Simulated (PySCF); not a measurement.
C2H6N (SMILES C[CH-]N), charge -1, singlet, at a GFN2-xTB geometry (in this run its highest filled SCF level lies above zero, so its values depend strongly on the basis, on diffuse functions most of all). Base run: PySCF with PBE/6-31G*.

Geometry (Å):
```xyz
9

C      1.1738    -0.2989    -0.0306
C     -0.0006     0.6905    -0.1195
N     -1.2818    -0.0736     0.0188
H      2.1318     0.2371     0.0108
H      1.1676    -1.0071     0.8485
H      1.2057    -0.9447    -0.9247
H      0.0480     1.2892     0.8466
H     -1.2533    -0.7533     0.8069
H     -1.3666    -0.6557    -0.8188
```
Charge -1, spin multiplicity 1.
All else is at PySCF's defaults.
Base energy -134.26839 Eh.

The base run was repeated with changes; each row names its change, and settings that it needs were set with it.

```json
[
 {"change": "base", "ΔE vs base (mEh)": "0.000", "SCF cycles": "10", "outcome": "converged"},
 {"change": "DIIS = ADIIS", "ΔE vs base (mEh)": "0.000", "SCF cycles": "20", "outcome": "converged"},
 {"change": "conv_tol_grad = 1e-7", "ΔE vs base (mEh)": "0.000", "SCF cycles": "14", "outcome": "converged"},
 {"change": "conv_tol_grad = 1e-3", "ΔE vs base (mEh)": "0.000", "SCF cycles": "10", "outcome": "converged"},
 {"change": "diis = off; damp = 0.3 (with mf.diis_start_cycle = 200; with mf.max_cycle = 150)", "ΔE vs base (mEh)": "-", "SCF cycles": "150", "outcome": "not converged"},
 {"change": "init_guess = atom", "ΔE vs base (mEh)": "0.000", "SCF cycles": "11", "outcome": "converged"},
 {"change": "init_guess = mod_huckel", "ΔE vs base (mEh)": "0.000", "SCF cycles": "11", "outcome": "converged"},
 {"change": "level_shift = 0.5 (with mf.max_cycle = 100)", "ΔE vs base (mEh)": "0.000", "SCF cycles": "33", "outcome": "converged"},
 {"change": "diis_space = 12", "ΔE vs base (mEh)": "0.000", "SCF cycles": "10", "outcome": "converged"},
 {"change": "diis_space = 4", "ΔE vs base (mEh)": "0.000", "SCF cycles": "16", "outcome": "converged"},
 {"change": "level_shift = 0.1 (with mf.max_cycle = 100)", "ΔE vs base (mEh)": "0.000", "SCF cycles": "12", "outcome": "converged"},
 {"change": "init_guess = 1e", "ΔE vs base (mEh)": "0.000", "SCF cycles": "16", "outcome": "converged"},
 {"change": "init_guess = sap", "ΔE vs base (mEh)": "0.000", "SCF cycles": "12", "outcome": "converged"}
]
```
